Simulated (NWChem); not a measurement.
# AlH$_{2}$OF; SMILES [F][AlH][OH]

```xyz
5

Al    -0.4527    -0.0177     0.0000
H     -2.0177    -0.0367     0.0000
F      0.4033    -1.4445     0.0000
O      0.3696     1.4583     0.0000
H      1.3169     1.6016     0.0000
```
Atoms are numbered in this order, from 1.

All runs: NWChem. Pople sets run with spherical d functions. All runs use the structure optimised with PBE0/def2-SVP. Vertical excitations in the gas phase; the lowest state need not have the same character in each row.

**Question.** Among these, which level gives the highest value of “lowest excitation, singlet (eV)”?
A) B3LYP/6-31G*, full TDDFT
B) PBE/6-31G*, full TDDFT
C) BHandHLYP/6-31G*, full TDDFT
D) PBE0/6-31G*, full TDDFT

**Answer.** C, BHandHLYP/6-31G*, full TDDFT. Values: PBE/6-31G*, full TDDFT 6.77; B3LYP/6-31G*, full TDDFT 7.31; PBE0/6-31G*, full TDDFT 7.57; BHandHLYP/6-31G*, full TDDFT 8.10
